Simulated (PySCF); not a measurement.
CH3O2, charge +1, singlet, geometry from GFN2-xTB; DF-CAMB3LYP/pc-2 in PySCF.

Here is a job for PySCF.
```python
from pyscf import gto, scf, dft

mol = gto.M(
    atom='''
O     1.08212708    0.32266796    0.18701646
C    -0.14382398    0.38706559   -0.02975044
O    -0.86450329   -0.64748699   -0.14496980
H     1.49347707   -0.57065356    0.26967258
H    -0.54750427    1.40581879   -0.11248288
H    -1.82401925   -0.55900656   -0.31506036
''',
    basis='pc-2',
    charge=1,
    verbose=4,
)

mf = dft.RKS(mol)
mf.xc = 'camb3lyp'
mf = mf.density_fit(auxbasis='def2-universal-jkfit')
mf.kernel()
```

It wrote (shortened):

```
PySCF version 2.14.0

[INPUT] verbose = 4
[INPUT] num. atoms = 6
[INPUT] num. electrons = 24
[INPUT] charge = 1
[INPUT] spin (= nelec alpha-beta = 2S) = 0
[INPUT] symmetry False subgroup None
[INPUT] Mole.unit = angstrom
[INPUT] Symbol           X                Y                Z      unit          X                Y                Z       unit  Magmom
[INPUT]  1 O      1.082127080000   0.322667960000   0.187016460000 AA    2.044923813175   0.609754073572   0.353409890186 Bohr   0.0
[INPUT]  2 C     -0.143823980000   0.387065590000  -0.029750440000 AA   -0.271787932345   0.731447957343  -0.056220183685 Bohr   0.0
[INPUT]  3 O     -0.864503290000  -0.647486990000  -0.144969800000 AA   -1.633674451885  -1.223573080319  -0.273953218333 Bohr   0.0
[INPUT]  4 H      1.493477070000  -0.570653560000   0.269672580000 AA    2.822262635618  -1.078378940408   0.509607319505 Bohr   0.0
[INPUT]  5 H     -0.547504270000   1.405818790000  -0.112482880000 AA   -1.034633122330   2.656612493867  -0.212561836902 Bohr   0.0
[INPUT]  6 H     -1.824019250000  -0.559006560000  -0.315060360000 AA   -3.446896828435  -1.056369300235  -0.595377793107 Bohr   0.0

nuclear repulsion = 78.5033277303784
number of shells = 21
number of NR pGTOs = 186
number of NR cGTOs = 132
basis = pc-2
ecp = {}

******** <class 'pyscf.df.df_jk.DFRKS'> ********
method = DFRKS
initial guess = minao
damping factor = 0
level_shift factor = 0
DIIS = <class 'pyscf.scf.diis.CDIIS'>
diis_start_cycle = 1
diis_space = 8
diis_damp = 0
SCF conv_tol = 1e-09
SCF conv_tol_grad = None
SCF max_cycles = 50
direct_scf = False
XC library pyscf.dft.libxc version 7.1.2
    S. Lehtola, C. Steigemann, M. J. T. Oliveira, and M. A. L. Marques,  SoftwareX 7, 1–5 (2018)
XC functionals = camb3lyp
    T. Yanai, D. P. Tew, and N. C. Handy,  Chem. Phys. Lett. 393, 51 (2004)
radial grids:
    Treutler-Ahlrichs [JCP 102, 346 (1995); DOI:10.1063/1.469408] (M4) radial grids

becke partition: Becke, JCP 88, 2547 (1988); DOI:10.1063/1.454033
pruning grids: <function nwchem_prune>
grids dens level: 3
symmetrized grids: False
atomic radii adjust function: <function treutler_atomic_radii_adjust>
small_rho_cutoff = 0
Set gradient conv threshold to 3.16228e-05
Initial guess from minao.
tot grids = 71712
******** <class 'pyscf.df.df.DF'> ********
auxbasis = def2-universal-jkfit
Create RSH-DF object <pyscf.df.df.DF object> for omega=0.33
******** <class 'pyscf.df.df.DF'> ********
auxbasis = auxmol.basis = def2-universal-jkfit
init E= -190.923999934011
  HOMO = -0.443107343951178  LUMO = -0.0531140917607651  gap/eV = 10.61226
cycle= 1 E= -189.972654676472  delta_E= 0.951  |g|= 0.737  |ddm|= 1.76
  HOMO = -0.661811929301845  LUMO = -0.301100439265042  gap/eV = 9.81546
cycle= 2 E= -189.940030133323  delta_E= 0.0326  |g|= 0.907  |ddm|= 0.788
  HOMO = -0.725668663846601  LUMO = -0.264502960861758  gap/eV = 12.54896
cycle= 3 E= -190.076169421876  delta_E= -0.136  |g|= 0.0538  |ddm|= 0.442
  HOMO = -0.709626201100338  LUMO = -0.249572351341989  gap/eV = 12.51870
cycle= 4 E= -190.07662076964  delta_E= -0.000451  |g|= 0.0163  |ddm|= 0.0349
  HOMO = -0.712031046610779  LUMO = -0.251752555647894  gap/eV = 12.52482
cycle= 5 E= -190.076661678018  delta_E= -4.09e-05  |g|= 0.00746  |ddm|= 0.0116
  HOMO = -0.711624099042119  LUMO = -0.25098770831886  gap/eV = 12.53455
cycle= 6 E= -190.076670415742  delta_E= -8.74e-06  |g|= 0.00293  |ddm|= 0.00485
  HOMO = -0.711382664099443  LUMO = -0.250702590293386  gap/eV = 12.53574
cycle= 7 E= -190.076671889873  delta_E= -1.47e-06  |g|= 0.000532  |ddm|= 0.00171
  HOMO = -0.711472455022047  LUMO = -0.250802877907251  gap/eV = 12.53546
cycle= 8 E= -190.076671948503  delta_E= -5.86e-08  |g|= 4.75e-05  |ddm|= 0.000375
  HOMO = -0.711474496575633  LUMO = -0.250803175149944  gap/eV = 12.53551
cycle= 9 E= -190.076671949277  delta_E= -7.74e-10  |g|= 9.88e-06  |ddm|= 6.83e-05
  HOMO = -0.711474436399357  LUMO = -0.250802191065393  gap/eV = 12.53553
Extra cycle  E= -190.076671949303  delta_E= -2.58e-11  |g|= 4.86e-06  |ddm|= 1.15e-05
converged SCF energy = -190.076671949303
```
